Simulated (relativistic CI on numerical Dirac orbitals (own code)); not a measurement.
# Electric-dipole lines of I7+

These numbers are calculated, not measured: Dirac-Coulomb-Breit CI, orbitals from a KLI potential per configuration, QED by a radiative potential, unscaled Slater integrals (own radial code, finite nucleus).

CI space (outside the closed core [Ar] 3d10): 4s2.4p6.4d10, 4s2.4p6.4d9.5s, 4s2.4p6.4d9.4f, 4s2.4p6.4d9.5p, 4s2.4p6.4d9.5d, 4s2.4p5.4d10.4f, 4s2.4p6.4d9.6s, 4s2.4p6.4d9.6p, 4s2.4p6.4d9.5f, 4s2.4p6.4d9.6d, 4s2.4p6.4d9.7s, 4s2.4p6.4d9.5g, 4s2.4p6.4d9.7p, 4s2.4p6.4d9.6f, 4s2.4p5.4d10.5s, 4s.4p6.4d10.4f, 4s2.4p5.4d10.5p, 4s2.4p5.4d10.5d, 4s2.4p5.4d10.6s, 4s.4p6.4d10.5s, 4s2.4p5.4d10.6p, 4s2.4p5.4d10.5f. Double excitations out of closed p, d and f shells are left out; levels of such configurations are missing from the list, as are those of other unlisted configurations, and high levels can miss mixing partners.

```csv
λ vac (nm),Lower,Upper,A (s⁻¹),gf,Branching (%)
9.9122,4s2.4p6.4d10 1S_0 [1],4s2.4p6.4d9.6f 1P°_1 [165],5.28e+11,2.33e+00,97.5
10.912,4s2.4p6.4d10 1S_0 [1],4s2.4p6.4d9.5f 1P°_1 [108],6.52e+11,3.49e+00,97.9
12.984,4s2.4p6.4d9.5s 1D_2 [5],4s2.4p5.4d10.5s 3P°_1 [169],3.11e+11,2.36e+00,72.0
13.154,4s2.4p6.4d10 1S_0 [1],4s2.4p6.4d9.4f 1P°_1 [57],8.96e+11,6.97e+00,99.9
14.335,4s2.4p6.4d9.5s 3D_2 [3],4s2.4p5.4d10.5s 1P°_1 [167],2.41e+11,2.23e+00,62.2
14.346,4s2.4p6.4d9.5s 3D_3 [2],4s2.4p5.4d10.5s 3P°_2 [166],2.60e+11,4.01e+00,84.3
14.355,4s2.4p6.4d9.5p 3F°_4 [10],4s2.4p5.4d10.5p 3D_3 [172],2.35e+11,5.08e+00,76.0
14.371,4s2.4p6.4d9.5p 3F°_3 [7],4s2.4p5.4d10.5p 3D_2 [171],2.54e+11,3.94e+00,82.2
14.388,4s2.4p6.4d9.5p 3P°_2 [6],4s2.4p5.4d10.5p 3S_1 [170],2.54e+11,2.37e+00,81.5
14.404,4s2.4p6.4d9.5p 3D°_3 [13],4s2.4p5.4d10.5p 3P_2 [174],2.16e+11,3.36e+00,n/a
19.390,4s2.4p6.4d10 1S_0 [1],4s2.4p6.4d9.5p 1P°_1 [14],5.78e+10,9.77e-01,94.4
33.061,4s2.4p6.4d9.4f 3H°_6 [21],4s2.4p6.4d9.5g 3I_7 [112],2.12e+10,5.20e+00,89.1
33.434,4s2.4p6.4d9.4f 3H°_5 [22],4s2.4p6.4d9.5g 1I_6 [114],1.73e+10,3.77e+00,73.4
52.318,4s2.4p6.4d9.5p 3P°_2 [6],4s2.4p6.4d9.5d 3D_3 [42],5.09e+09,1.46e+00,32.7
53.160,4s2.4p6.4d9.5p 3P°_2 [6],4s2.4p6.4d9.5d 3P_2 [39],1.12e+10,2.38e+00,70.4
54.075,4s2.4p6.4d9.5p 3F°_2 [9],4s2.4p6.4d9.5d 3G_3 [48],9.55e+09,2.93e+00,59.1
54.990,4s2.4p6.4d9.5p 3F°_3 [7],4s2.4p6.4d9.5d 3G_4 [38],1.43e+10,5.83e+00,89.4
55.335,4s2.4p6.4d9.5d 3G_4 [38],4s2.4p6.4d9.5f 3H°_5 [76],1.89e+10,9.56e+00,96.1
55.453,4s2.4p6.4d9.5d 3G_3 [48],4s2.4p6.4d9.5f 3H°_4 [85],1.86e+10,7.71e+00,94.4
55.983,4s2.4p6.4d9.5d 3G_5 [41],4s2.4p6.4d9.5f 3H°_6 [75],1.95e+10,1.19e+01,100.0
56.085,4s2.4p6.4d9.5d 1G_4 [50],4s2.4p6.4d9.5f 1H°_5 [86],1.91e+10,9.90e+00,98.8
56.115,4s2.4p6.4d9.5d 1F_3 [43],4s2.4p6.4d9.5f 1G°_4 [80],1.34e+10,5.70e+00,69.3
56.346,4s2.4p6.4d9.5p 3P°_2 [6],4s2.4p6.4d9.5d 3S_1 [37],1.12e+10,1.59e+00,79.8
56.476,4s2.4p6.4d9.5d 3F_4 [45],4s2.4p6.4d9.5f 3G°_5 [81],1.59e+10,8.35e+00,83.0
56.493,4s2.4p6.4d9.5d 3F_3 [53],4s2.4p6.4d9.5f 3G°_4 [89],1.63e+10,7.01e+00,85.4
56.660,4s2.4p6.4d9.5p 3F°_4 [10],4s2.4p6.4d9.5d 3F_4 [45],4.45e+09,1.93e+00,31.3
58.884,4s2.4p6.4d9.5p 3F°_4 [10],4s2.4p6.4d9.5d 3G_5 [41],1.39e+10,7.93e+00,98.4
59.221,4s2.4p6.4d9.5p 3F°_3 [15],4s2.4p6.4d9.5d 1G_4 [50],1.36e+10,6.41e+00,96.7
59.631,4s2.4p6.4d9.5p 3D°_2 [17],4s2.4p6.4d9.5d 3F_3 [53],9.96e+09,3.72e+00,70.0
59.746,4s2.4p6.4d9.5p 1D°_2 [12],4s2.4p6.4d9.5d 1F_3 [43],5.44e+09,2.04e+00,36.9
59.888,4s2.4p6.4d9.5p 3D°_3 [13],4s2.4p6.4d9.5d 3F_4 [45],9.56e+09,4.63e+00,67.3
73.597,4s2.4p6.4d9.5s 3D_3 [2],4s2.4p6.4d9.5p 3D°_3 [13],3.06e+09,1.74e+00,68.1
76.904,4s2.4p6.4d9.5s 3D_2 [3],4s2.4p6.4d9.5p 1D°_2 [12],3.01e+09,1.33e+00,76.5
79.137,4s2.4p6.4d9.5s 3D_3 [2],4s2.4p6.4d9.5p 3F°_4 [10],3.87e+09,3.27e+00,100.0
79.811,4s2.4p6.4d9.5s 1D_2 [5],4s2.4p6.4d9.5p 3F°_3 [15],3.35e+09,2.24e+00,84.3
91.439,4s2.4p6.4d9.5s 3D_2 [3],4s2.4p6.4d9.5p 3F°_3 [7],1.68e+09,1.47e+00,65.5
92.963,4s2.4p6.4d9.5s 3D_3 [2],4s2.4p6.4d9.5p 3P°_2 [6],2.27e+09,1.47e+00,98.0
115.94,4s2.4p6.4d9.6d 3G_4 [92],4s2.4p6.4d9.6f 3H°_5 [150],5.00e+09,1.11e+01,49.1
117.11,4s2.4p6.4d9.6d 3G_5 [95],4s2.4p6.4d9.6f 3H°_6 [149],5.20e+09,1.39e+01,51.2
125.03,4s2.4p6.4d9.6p 3F°_3 [61],4s2.4p6.4d9.6d 3G_4 [92],3.45e+09,7.28e+00,66.2
133.30,4s2.4p6.4d9.6p 3F°_4 [62],4s2.4p6.4d9.6d 3G_5 [95],3.41e+09,1.00e+01,75.7
133.53,4s2.4p6.4d9.6p 3F°_3 [69],4s2.4p6.4d9.6d 3G_4 [104],3.40e+09,8.17e+00,76.6
147.19,4s2.4p6.4d9.5f 3H°_6 [75],4s2.4p6.4d9.5g 3I_7 [112],2.60e+09,1.27e+01,10.9
148.68,4s2.4p6.4d9.5f 3H°_5 [76],4s2.4p6.4d9.5g 1I_6 [114],2.43e+09,1.05e+01,10.3
150.27,4s2.4p6.4d9.5f 1H°_5 [86],4s2.4p6.4d9.5g 3I_6 [128],2.42e+09,1.06e+01,10.3
```

Terms are leading LS components. Brackets give the number of a level in order of energy, since labels repeat. The list gives strong lines, with weight on those to low levels, without lines whose two gauges differ by over a factor of 2.5, among the lowest 174 of 235 levels, so that lines to higher ones, which can be the strongest, are missing. Levels whose partners in the same complex of configurations lie outside the list can be far off, and so can their lines. Rates are taken at the computed energies, electric ones in the length gauge.

At this charge configurations can still be misplaced by up to about 7 % of their energy. Levels and lines within the n = 5 or 6 shells can be off by up to 10 % or somewhat more, and those that change n by about 2 %, since core polarisation is missing.

(1) From the table, what is the radiative lifetime of 4s2.4p6.4d9.5g 3I_7?

Answers

(1) The listed rates from this level add up to about 2.38e+10 s⁻¹, 100 % of its decay; with all channels τ = 4.21e-11 s.

LS names give the leading component of a level, which can be under half, so a name can repeat, a term be missing and a line seem to break the LS rules.
